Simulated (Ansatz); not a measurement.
Basis-set extrapolation for ClH$_{5}$O$_{4}$Si$_{2}$, SMILES `O[SiH](Cl)[Si](O)(O)O` (PBE0-D4/def2-TZVP geometry, frozen core, Ansatz). Multiplicity 1, RHF reference.

```tsv
	def2-TZVPP	def2-QZVPP
HF	-1340.186605	-1340.232730
MP2 correlation	-1.377397	-1.496700
CCSD(T) correlation	-1.467882	not run
```

Energies in hartree. Use E(X) = E(∞) + A·exp(−7.88·√X) for Hartree–Fock and E(X) = E(∞) + B·X^(−2.97) for correlation, with X = 3 and 4, and add CCSD(T) minus MP2 of the smaller set to the MP2 limit.

Question: What is the CCSD(T) energy at the basis-set limit?

Answer: HF limit: -1340.232730 + (-0.046125) × 0.13774 = -1340.23908. MP2 limit: -1.496700 + (-0.119303) × 0.74074 = -1.58507. Higher-order term: -1.467882 − (-1.377397) = -0.09048. Total: -1341.91463 hartree, 683.0 kJ/mol below CCSD(T)/def2-TZVPP.
